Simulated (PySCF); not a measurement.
## Electron correlation in Ti⁺ (titanium, charge +1)

[Ar] 3d2 4s1, high-spin 4F determinant. All numbers are calculated (PySCF 2.14, the spin-free X2C one-electron Hamiltonian (Gaussian nucleus), in x2c-TZVPPall with one added diffuse shell each of s, p, d, f type (7s6p5d3f1g, 80 functions)). Frozen: [Ne]; 11 electrons correlated.

```json
{"level": "CCSD", "correlation energy (mhartree)": "-275.29"}
{"level": "(T)", "correlation energy (mhartree)": "-5.99"}
{"level": "CCSD(T)", "correlation energy (mhartree)": "-281.28"}
```

Diagnostics: T1 = 0.0099, D1 = 0.0349, largest double amplitude 0.018.

**Question.** Is a single reference adequate?

**Answer.** Yes: T1 lies below 0.03 and no double amplitude reaches 0.07.

This basis was not built for core-valence correlation, so the inner-shell part is incomplete.
